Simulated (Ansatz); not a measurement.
The first iterations of a band of FH + H4OSn (8 atoms, charge 0, multiplicity 1).

These are results of RKS PBE/def2-SVP in Ansatz, not measurements.

```
movable images  : 5
climbing image  : yes
spring          : 5.0 eV/Å²
optimiser       : quadratic models (default)
start path      : through a guess of the saddle point
force threshold : 0.05 eV/Å
iteration limit : 10
end points      : relaxed
```

Initial state:

```xyz
8
Properties=species:S:1:pos:R:3
Sn -0.073 0.067 -0.091
O 0.095 -0.071 1.964
H -0.779 -0.075 2.398
H 1.541 0.299 -0.614
H -1.031 1.499 -0.301
H -0.904 -1.308 -0.710
F 1.267 -2.118 1.269
H 0.849 -1.418 1.811
```

Final state:

```xyz
8
Properties=species:S:1:pos:R:3
Sn 0.300 -0.115 -0.312
O -0.523 -0.345 2.376
H -1.042 -1.168 2.453
H 1.279 -0.253 -1.739
H 0.065 1.528 0.132
H -1.089 -1.127 -0.464
F 1.571 -0.963 0.987
H 0.404 -0.681 2.291
```

| iteration | highest image above the first end (eV) | largest band force component (eV/Å) |
| --- | --- | --- |
| 1 | 1.588 | 4.034 |
| 2 | 0.999 | 2.403 |
| 3 | 0.523 | 2.502 |

Task: Does the band converge within its limit, and where does its top end?

Result: It did not converge within its limit. It ended after 10 iterations with the highest image 0.171 eV above the first end. The band didn't meet its force threshold, so its energies are provisional: the largest band force was still 0.27 eV/Å, and over the last iterations the top moved between 0.17 and 0.19 eV. The orbitals stay closed-shell, which can raise the energy where a bond breaks towards radicals; this wasn't checked here.

Time of the run: 84 s on 1 thread of Intel(R) Xeon(R) Platinum 8488C (Sapphire Rapids) (shared host), peak memory 0.13 GiB.
